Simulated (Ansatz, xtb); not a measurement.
## Relative energy of two isomers of C5H8N2Si

Structure I is `C=Cc1cn([SiH3])cn1`, a singlet and structure II is `[SiH3]Cc1ncccn1`, a singlet. Both are isolated molecules in the gas phase, relaxed with B3LYP-D3(BJ)/def2-SVP; the shapes shown needn't be the lowest conformers.

I (Å):

```yaml
atoms:
  - { symbol: C, position_ang: [-1.3175, 2.3397, 3.9505] }
  - { symbol: C, position_ang: [-0.3193, 2.1075, 3.0862] }
  - { symbol: C, position_ang: [0.0149, 0.7943, 2.5481] }
  - { symbol: C, position_ang: [1.0240, 0.4770, 1.6582] }
  - { symbol: C, position_ang: [-0.1077, -1.3267, 2.2213] }
  - { symbol: N, position_ang: [0.9522, -0.8936, 1.4410] }
  - { symbol: N, position_ang: [-0.6778, -0.3580, 2.8830] }
  - { symbol: Si, position_ang: [1.9927, -1.8837, 0.3906] }
  - { symbol: H, position_ang: [-1.9474, 1.5183, 4.3010] }
  - { symbol: H, position_ang: [-1.5242, 3.3457, 4.3225] }
  - { symbol: H, position_ang: [0.3088, 2.9348, 2.7384] }
  - { symbol: H, position_ang: [1.7705, 1.1021, 1.1730] }
  - { symbol: H, position_ang: [1.8857, -1.4052, -1.0131] }
  - { symbol: H, position_ang: [3.4046, -1.7807, 0.8451] }
  - { symbol: H, position_ang: [1.4873, -3.2732, 0.5230] }
  - { symbol: H, position_ang: [-0.4010, -2.3771, 2.2497] }
```

II (Å):

```xyz
16

C     2.7529   -0.1126    1.1449
C     1.2583   -0.1745    1.0769
C    -0.7599    0.3543    2.0025
C    -1.4265   -0.3433    0.9937
C    -0.6168   -0.9512    0.0329
N     0.5689    0.4408    2.0510
N     0.7130   -0.8732    0.0685
Si    3.4772   -1.5450    2.1688
H     3.0961   -2.8509    1.5596
H     4.9651   -1.4313    2.1936
H     2.9585   -1.4879    3.5649
H     3.1746   -0.1772    0.1309
H     3.0656    0.8297    1.6188
H    -1.3169    0.8620    2.7993
H    -2.5150   -0.4097    0.9586
H    -1.0556   -1.5207   -0.7954
```

**Question.** Estimate which is lower in electronic energy at CCSD(T)/def2-SVP + ΔMP2/def2-TZVPP, and by roughly how much.

**Answer.** Too close to call at this level: CCSD(T)/def2-SVP + ΔMP2/def2-TZVPP gives E(II) − E(I) = +1.65 kJ/mol.

The same difference at several levels:

```json
{"level": "GFN2-xTB", "geometry": "GFN2-xTB", "E(II) − E(I) (kJ/mol)": "+45.20", "departure from the last row (kJ/mol)": "+43.55", "job, with rough time for the two": "optimisation, 0.2 s"}
{"level": "HF/STO-3G", "geometry": "GFN2-xTB", "E(II) − E(I) (kJ/mol)": "−26.53", "departure from the last row (kJ/mol)": "−28.18", "job, with rough time for the two": "single point, 0.46 s"}
{"level": "r2SCAN-D4/def2-SVP", "geometry": "GFN2-xTB", "E(II) − E(I) (kJ/mol)": "−13.27", "departure from the last row (kJ/mol)": "−14.91", "job, with rough time for the two": "single point, 4.8 s"}
{"level": "B3LYP-D3(BJ)/def2-SVP", "geometry": "B3LYP-D3(BJ)/def2-SVP", "E(II) − E(I) (kJ/mol)": "−12.89", "departure from the last row (kJ/mol)": "−14.53", "job, with rough time for the two": "optimisation, 42 s"}
{"level": "HF/def2-SVP", "geometry": "B3LYP-D3(BJ)/def2-SVP", "E(II) − E(I) (kJ/mol)": "−18.79", "departure from the last row (kJ/mol)": "−20.44", "job, with rough time for the two": "part of the CCSD(T) run"}
{"level": "MP2/def2-SVP", "geometry": "B3LYP-D3(BJ)/def2-SVP", "E(II) − E(I) (kJ/mol)": "−1.80", "departure from the last row (kJ/mol)": "−3.45", "job, with rough time for the two": "part of the CCSD(T) run"}
{"level": "CCSD(T)/def2-SVP", "geometry": "B3LYP-D3(BJ)/def2-SVP", "E(II) − E(I) (kJ/mol)": "−3.73", "departure from the last row (kJ/mol)": "−5.38", "job, with rough time for the two": "single point"}
{"level": "CCSD(T)/def2-SVP + ΔMP2/def2-TZVPP", "geometry": "B3LYP-D3(BJ)/def2-SVP", "E(II) − E(I) (kJ/mol)": "+1.65", "departure from the last row (kJ/mol)": "", "job, with rough time for the two": "single point, 2.1 min"}
```

As drawn, II has 1 C–Si, 1 C∷C in place of 1 C=C, 1 N–Si (∷ is an aromatic bond). Structure I has a 5-membered ring (with an aromatic ring), II a 6-membered ring (with an aromatic ring).

The largest departure from CCSD(T)/def2-SVP + ΔMP2/def2-TZVPP is that of GFN2-xTB, 43.55 kJ/mol. The last row adds to CCSD(T) the change of the MP2 difference between the two basis sets, here +5.38 kJ/mol.

With thermal terms from frequencies at re-optimised GFN2-xTB minima (ideal gas, soft modes damped towards free rotors, one conformer each, 298.15 K, 1 atm): the zero-point term adds +0.20 kJ/mol; ΔH is +0.75 and ΔG +3.00 kJ/mol.

The correlated steps freeze 12 core orbitals. Programs: Ansatz 0.2.0, xtb 6.7.1; the last row on 4 threads of Arm Neoverse V1 on a shared host.
